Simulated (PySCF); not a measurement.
# Two-component Hartree-Fock for Tm⁶⁴⁺ (thulium, charge +64)

Start: [He] 2s2 2p1; 2p3/2 filled at m_j = +3/2. Calculated with PySCF 2.14 in an even-tempered Gaussian basis (17 s from 48 bohr⁻², ratio 2.4; 13 p from 62 bohr⁻², ratio 2.4; 5 d from 200 bohr⁻², ratio 2.6; 4 f from 300 bohr⁻², ratio 2.6): generalised Hartree-Fock with the X2C-1e Hamiltonian and a Gaussian nucleus; one run each with spin-orbit coupling (SO) screened by Boettger's factors, then bare. This is a chosen level, not necessarily the ground level.

| spinor shell | electrons | ε, screened SO (eV) | ε, bare SO (eV) | weight of nominal j (bare SO) | rms radius, bare SO (bohr) |
| --- | --- | --- | --- | --- | --- |
| 1s1/2 | 2 | -66849.6 | -66849.9 | 1.000 | 0.0226 |
| 2s1/2 | 2 | -16239.4 | -16239.5 | 1.000 | 0.0879 |
| 2p3/2 | 1 | -14978.1 | -14969.3 | 1.000 | 0.0802 |

```json
{"quantity": "E (hartree)", "screened SO": "-6833.44826", "bare SO": "-6833.12447"}
{"quantity": "M_J", "screened SO": "3/2", "bare SO": "3/2"}
{"quantity": "⟨J²⟩", "screened SO": "3.750", "bare SO": "3.750"}
{"quantity": "⟨L²⟩", "screened SO": "2.000", "bare SO": "2.000"}
{"quantity": "⟨S²⟩", "screened SO": "0.750", "bare SO": "0.750"}
```

Each row is a mean over spinors that exchange with the open shell spreads, by up to 60.162 eV (2s1/2).

Breit and QED terms are absent; they matter most for the inner s and p1/2 levels.

Densities and radii are taken from the X2C orbitals without a picture-change correction, which distorts them close to the nucleus.
